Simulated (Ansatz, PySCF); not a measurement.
Reaction 2 R1 → P1, each structure at its B3LYP-D3(BJ)/def2-TZVP stationary point, reached from a drawn start (curvature not checked).
R1: Br2Zn (SMILES [Br][Zn][Br]), charge 0, multiplicity 1.
P1: Br4Zn2 (SMILES [Br][Zn]1<-[Br][Zn]([Br])<-[Br]1), charge 0, multiplicity 1.

P less R. No zero-point or thermal terms; no spin–orbit coupling. One arrangement of each flexible species, with no search for the lowest.

Frozen-core correlation throughout. In cc and def2 sets filled d and f shells under p-block atoms count as core.

Programs: Ansatz (an electronic-structure program); PySCF for the D3/D4 terms. All values are computed, each at the level named.

```
level                        reaction energy (kcal/mol)
---------------------------  --------------------------
PBE/def2-TZVPP                                   -18.62
PBE-D3(BJ)/def2-TZVPP                            -22.08
revPBE/def2-TZVPP                                -14.03
revPBE-D4/def2-TZVPP                             -21.17
BHLYP/def2-TZVPP                                 -18.31
CAM-B3LYP-D3(BJ)/def2-TZVPP                      -21.96
wB97M-V/def2-TZVPP                               -23.22
B2PLYP/def2-TZVPP                                   [?]
CCSD(T)/def2-TZVPP                                  [?]
```

Problem. What belongs in the gaps?

Solution. 
- B2PLYP/def2-TZVPP, reaction energy (kcal/mol): -18.22
- CCSD(T)/def2-TZVPP, reaction energy (kcal/mol): -21.99
